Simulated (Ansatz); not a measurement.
`C[SiH2][AlH][CH2]Cl`, charge 0, multiplicity 1.

(1) Give a relaxed structure at PBE0-D4/def2-TZVP (the Gaussian-basis code of Ansatz). (Best estimate.)

Results:

(1) Ansatz gave: 
Z-matrix (Å, degrees):
```
C
Si 1 1.885
H 1 1.092 2 111.1
H 1 1.093 2 110.8 3 120.1
H 1 1.092 2 110.7 3 -120.3
Al 2 2.448 1 111.8 3 178.7
H 2 1.494 1 109.2 3 55.7
H 2 1.496 1 108.9 3 -59.2
Cl 6 2.461 2 106.5 1 -37.0
C 6 1.970 2 116.4 1 13.5
H 6 1.586 2 127.7 1 -167.5
H 10 1.087 6 121.9 2 168.6
H 10 1.087 6 122.6 2 13.8
```
This is one stationary point; other conformers may exist.
